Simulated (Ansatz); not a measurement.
Compare A (`C=[C]1[AlH][SiH2]1`) with its isomer B (`C#C[SiH2][AlH2]`).

Isolated molecules relaxed with PBE0-D4/def2-TZVP in Ansatz; ΔE leaves out vibrations. CCSD(T)/CBS is the MP2 limit (def2-TZVPP, def2-QZVPP) plus CCSD(T) − MP2 in def2-TZVPP, frozen cores. DFT in def2-TZVPP. B3LYP here is the variant with VWN-RPA as its local correlation; programs differ in this.

A:

Z-matrix (Å, degrees):
```
Si
C 1 1.894
Al 1 2.353 2 52.8
H 1 1.492 2 110.3 3 -104.7
H 1 1.493 2 120.9 3 126.1
C 2 1.335 1 134.3 3 -145.4
H 3 1.584 1 164.7 2 165.6
H 6 1.091 2 122.8 1 -13.2
H 6 1.090 2 122.2 1 166.9
```

B:

```xyz
9

C    -0.7392    1.9870    1.2197
C    -0.0773    1.3368    0.4460
Si    0.8339    0.2173   -0.6828
Al   -0.2980   -1.9249   -0.2776
H    -1.3109    2.5788    1.8975
H     2.2737    0.2515   -0.3070
H     0.7050    0.7487   -2.0670
H    -1.5878   -2.3150   -1.1171
H     0.2006   -2.8801    0.8883
```

(1) Which isomer does CCSD(T)/CBS put lower? Give the gap. (Estimate.)

(2) Give E(B) − E(A) in kcal/mol with HF/def2-TZVPP, PBE-D4, CCSD(T)/def2-SVP, MP2/def2-TZVPP, BLYP-D4, B3LYP, CCSD(T)/def2-TZVPP. (Best estimate.)

(3) Does the order hold for the free energy at 298.15 K (harmonic terms from PBE0-D4)? (Best estimate.)

Largest T1 diagnostic: 0.015.

Answers

(1) The calculation gave: B, by 7.6 kcal/mol.

(2) Computed: HF/def2-TZVPP -16.2, PBE-D4 0.4, CCSD(T)/def2-SVP -7.4, MP2/def2-TZVPP -8.2, BLYP-D4 -5.7, B3LYP -6.9, CCSD(T)/def2-TZVPP -7.6. The order is the other way round with PBE-D4.

(3) Computed: Yes: G(B) − G(A) = -11.9 kcal/mol. Modes under 60 cm⁻¹, often nearly free rotors, make the harmonic entropy too high.

From PBE to PBE0 (25 % exact exchange), in def2-TZVPP and without D4, E(B) − E(A) moves by −1.2 kcal/mol. In def2-TZVPP, CCSD(T) changes the Hartree–Fock value by +8.6 kcal/mol (the triples alone add +1.5 kcal/mol) and MP2 by +8.0 kcal/mol.
